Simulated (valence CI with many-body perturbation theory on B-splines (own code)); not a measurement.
## Forbidden lines of Ir⁷²⁺

Calculated by valence CI with perturbative core correlation (CI+MBPT): three valence electrons over a frozen Dirac-Fock core [He], a basis of 11 s, 11 p, 9 d, 7 f, 5 g, 2 h, 1 i functions for each j, with the one-electron correlation potential Σ1 (screened to all orders), the two-electron term Σ2, the three-electron term Σ3, Breit, model QED; selected single and double excitations, second order for the rest (own B-spline code, finite nucleus).

The last digits are not significant, and no measured levels were compared; by estimate large intervals hold to a few tenths of a per cent, small ones and those within an open d or f shell to about a per cent.

Lines 1 to 35 of 35 in falling wavelength, among levels below 119460 × 10³ cm⁻¹, chosen from the decays that carry over 1 % of a level's rate. Wavelengths and rates use the calculated energies. Electric multipoles are in the length gauge, E1 and E2 with the static RPA response of the core. Weak lines are less certain than strong ones. Lines between different terms over intervals too small for the method are left out, as are lines whose strength nearly cancels. The highest levels of a list are the least certain.

Levels are named by their leading jj configuration (3d3/2^4 stands for four electrons in 3d with j = 3/2), which in mixed levels can hold well under half, so a name can repeat and another be missing. Letters in brackets count levels of one name in rising energy.

| λ vac (Å) | Upper | Lower | Type | A (s⁻¹) | Branch % |
| --- | --- | --- | --- | --- | --- |
| 7.422 | (2s 2p1/2 2p3/2) J=3/2 [a] | (2s 2p1/2^2) J=1/2 | M1 | 2.63e+10 | 14.3 |
| 7.242 | (2s 2p1/2 2p3/2) J=5/2 | (2s 2p1/2^2) J=1/2 | E2 | 1.87e+08 | 1.9 |
| 7.232 | (2s 2p3/2 3d5/2) J=9/2 | (2s 2p1/2 3d5/2) J=7/2 | M1 | 2.41e+10 | 8.7 |
| 7.061 | (2s^2 2p3/2) J=3/2 | (2s^2 2p1/2) J=1/2 | M1 | 2.40e+10 | 28.4 |
| 1.241 | (2s 2p1/2 3p1/2) J=1/2 [a] | (2s 2p1/2 2p3/2) J=3/2 [a] | E2 | 3.08e+12 | 1.3 |
| 1.238 | (2s^2 3p1/2) J=1/2 | (2s^2 2p3/2) J=3/2 | E2 | 3.90e+12 | 28.4 |
| 1.195 | (2s 2p3/2 3p3/2) J=7/2 | (2s 2p3/2^2) J=3/2 | E2 | 1.32e+11 | 2.1 |
| 1.181 | (2s 2p3/2 3p3/2) J=7/2 | (2s 2p3/2^2) J=5/2 | E2 | 1.37e+12 | 21.8 |
| 1.180 | (2s 2p3/2 3p3/2) J=1/2 [b] | (2s 2p3/2^2) J=3/2 | E2 | 2.39e+12 | 7.8 |
| 1.177 | (2s^2 3p3/2) J=3/2 | (2s^2 2p3/2) J=3/2 | E2 | 1.97e+12 | 11.2 |
| 1.167 | (2s 2p3/2 3p3/2) J=1/2 [b] | (2s 2p3/2^2) J=5/2 | E2 | 7.56e+11 | 2.5 |
| 1.160 | (2s 2p3/2 3d5/2) J=9/2 | (2s 2p3/2^2) J=5/2 | M2 | 1.18e+11 | 42.6 |
| 1.160 | (2s 2p3/2 3d5/2) J=9/2 | (2s 2p3/2^2) J=5/2 | E3 | 7.31e+09 | 2.6 |
| 1.014 | (2s 2p1/2 3p3/2) J=5/2 | (2s 2p1/2^2) J=1/2 | E2 | 2.22e+12 | 1.0 |
| 1.014 | (2s 2p3/2 3p3/2) J=7/2 | (2s 2p1/2 2p3/2) J=5/2 | E2 | 9.84e+11 | 15.7 |
| 1.011 | (2s 2p3/2 3p3/2) J=7/2 | (2s 2p1/2 2p3/2) J=3/2 [a] | E2 | 1.61e+12 | 25.7 |
| 1.010 | (2s 2p3/2 3p3/2) J=1/2 [b] | (2s 2p1/2 2p3/2) J=3/2 [b] | E2 | 2.26e+12 | 7.4 |
| 1.009 | (2s^2 3p3/2) J=3/2 | (2s^2 2p1/2) J=1/2 | E2 | 2.46e+12 | 13.9 |
| 0.9983 | (2s 2p3/2 3d5/2) J=9/2 | (2s 2p1/2 2p3/2) J=5/2 | M2 | 4.94e+10 | 17.9 |
| 0.9983 | (2s 2p3/2 3d5/2) J=9/2 | (2s 2p1/2 2p3/2) J=5/2 | E3 | 7.07e+09 | 2.6 |
| 0.9950 | (2s 2p3/2 3d5/2) J=9/2 | (2s 2p1/2 2p3/2) J=3/2 [a] | E3 | 1.45e+10 | 5.2 |
| 0.9908 | (2p1/2 2p3/2 3d3/2) J=5/2 [a] | (2s 2p1/2 2p3/2) J=1/2 | E2 | 4.11e+12 | 1.6 |
| 0.9897 | (2p1/2 2p3/2 3d3/2) J=7/2 | (2s 2p1/2 2p3/2) J=3/2 [b] | E2 | 6.09e+12 | 8.3 |
| 0.9870 | (2s 2p1/2 3d3/2) J=5/2 | (2s^2 2p1/2) J=1/2 | E2 | 8.33e+12 | 2.4 |
| 0.9856 | (2p1/2^2 3d3/2) J=3/2 | (2s 2p1/2^2) J=1/2 | E2 | 1.30e+13 | 3.7 |
| 0.9847 | (2p1/2 2p3/2 3d3/2) J=5/2 [a] | (2s 2p1/2 2p3/2) J=5/2 | E2 | 2.72e+12 | 1.1 |
| 0.9834 | (2p1/2 2p3/2 3d3/2) J=7/2 | (2s 2p1/2 2p3/2) J=5/2 | E2 | 5.75e+12 | 7.8 |
| 0.9815 | (2p1/2 2p3/2 3d3/2) J=3/2 [a] | (2s 2p1/2 2p3/2) J=3/2 [a] | E2 | 9.17e+12 | 1.4 |
| 0.9815 | (2p1/2 2p3/2 3d3/2) J=5/2 [a] | (2s 2p1/2 2p3/2) J=3/2 [a] | E2 | 5.79e+12 | 2.3 |
| 0.9810 | (2p1/2 2p3/2 3d3/2) J=1/2 [a] | (2s 2p1/2 2p3/2) J=3/2 [a] | E2 | 1.19e+13 | 3.3 |
| 0.9802 | (2p1/2 2p3/2 3d3/2) J=7/2 | (2s 2p1/2 2p3/2) J=3/2 [a] | E2 | 1.24e+12 | 1.7 |
| 0.9754 | (2s 2p3/2 3d5/2) J=3/2 [a] | (2s^2 2p3/2) J=3/2 | E2 | 2.05e+13 | 1.2 |
| 0.9731 | (2p1/2 2p3/2 3d5/2) J=9/2 | (2s 2p1/2 2p3/2) J=5/2 | E2 | 1.38e+13 | 55.3 |
| 0.9714 | (2p1/2 2p3/2 3d5/2) J=7/2 [a] | (2s 2p1/2 2p3/2) J=3/2 [a] | E2 | 1.24e+13 | 16.8 |
| 0.9709 | (2s 2p3/2 3d5/2) J=7/2 [b] | (2s^2 2p3/2) J=3/2 | E2 | 7.74e+12 | 1.1 |
